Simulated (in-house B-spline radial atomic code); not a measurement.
**LDA VWN5 excitations of Ga⁺**

Method: LDA VWN5. Computed with an all-electron radial atomic-structure program (B-spline basis): linear response of the closed shell [Ar] 3d10 4s2 with the functional's adiabatic kernel; scalar-relativistic (spin-free one-electron X2C), finite nucleus, no spin-orbit coupling, no double excitations, S, P, D and F terms only; shells from n = 2 respond. Only terms of natural parity with L up to 3 were computed.

Command:
```bash
python run_td.py task.json out
```
Settings (radii: box in bohr, nucleus in fm):
```
Z                        31
electrons                30
configuration            [Ar] 3d10 4s2
hamiltonian              x2c
method                   lda,vwn
box_radius               41.61
rms_radius               3.9973
intervals                75
```

Cost of the run: 1.5 s on 1 thread of Arm Neoverse N1, with other jobs on the host.

The lowest states, in the order of their Tamm-Dancoff energies; the method's threshold (minus the highest occupied level) is 16.648 eV. Labels give the largest channel, * marks a mixed state, and oscillator strengths are full-response dipole values. Measured ¹D terms are left out, since they can mix with doubly excited terms. Semilocal kernels can invert the small singlet-triplet splittings of Rydberg terms. Energies in eV:

```
     state  full response  Tamm-Dancoff  oscillator strength  measured (J-weighted term)
4s → 4p 3P          6.432         6.506                    -                       5.987
4s → 4p 1P              ?             ?                    ?                           ?
4s → 5s 3S              ?             ?                    -                           ?
4s → 5s 1S         12.973        12.991                    -                      13.224
4s → 4d 3D         13.953        13.959                    -                      14.116
4s → 4d 1D         14.006        14.011                    -                           -
4s → 5p 3P         14.187        14.191                    -                      14.708
4s → 5p 1P         14.328        14.372              0.00828                           -
4s → 6s 3S         15.093        15.094                    -                           -
4s → 6s 1S         15.155        15.159                    -                           -
```

Task: Where does 4s → 4p 1P lie?

Result: At 9.041 eV in full response, 9.439 eV in Tamm-Dancoff, oscillator strength 1.58; measured 8.766 eV.

Task: Where does 4s → 5s 3S lie?

Result: At 12.684 eV in full response, 12.687 eV in Tamm-Dancoff; measured 12.764 eV.

Task: How large is the singlet-triplet splitting of 4s → 4p (P terms) in Tamm-Dancoff?

Result: 2.93 eV, from the unrounded values.

Task: What polarisabilities and dispersion coefficient does the method give?

Result: Dipole 16.72 bohr³, quadrupole 73.48 bohr⁵, C6 83.63 hartree·bohr⁶ for two such species.
